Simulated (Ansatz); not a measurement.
Consider the silylene loss: `[SiH3][AlH][GeH3]` → `[AlH2][GeH3]` + `[SiH2]`.

Program: Ansatz. Geometries: PBE0-D4/def2-TZVP. ΔE: electronic, gas phase. CCSD(T)/CBS is the MP2 limit (def2-TZVPP, def2-QZVPP) plus CCSD(T) − MP2 in def2-TZVPP, frozen cores. This one scheme is used for every species. DFT in def2-TZVPP. For Ge outer-core shells are correlated without core-valence functions, which leaves a few kJ/mol of doubt a bond. Scalar relativity is left out up to krypton.

| species | revPBE energy (Eh) |
| --- | --- |
| `[SiH3][AlH][GeH3]` | -2612.85257 |
| `[AlH2][GeH3]` | -2322.20445 |
| `[SiH2]` | -290.55627 |

Problem. Work out ΔE.

Solution. ΔE = (-2322.20445) + (-290.55627) − (-2612.85257) = 0.09185 Eh = +241.2 kJ/mol. CCSD(T)/CBS gives +245.7 kJ/mol.

Largest T1 diagnostic among the species: 0.014.

Leaving LDA and LC-ωPBE aside and taking each functional with its dispersion term where it has one, the values, not all of them listed here, spread over 37.5 kJ/mol, from BLYP-D4 to r2SCAN0-D4. LDA lies +29.7 kJ/mol from PBE without D4. In def2-TZVPP, CCSD(T) changes the Hartree–Fock value by +20.9 kJ/mol (the triples alone add +5.3 kJ/mol) and MP2 by +33.4 kJ/mol. From BLYP to BHLYP (50 % exact exchange), in def2-TZVPP and without D4, ΔE moves by +17.0 kJ/mol.
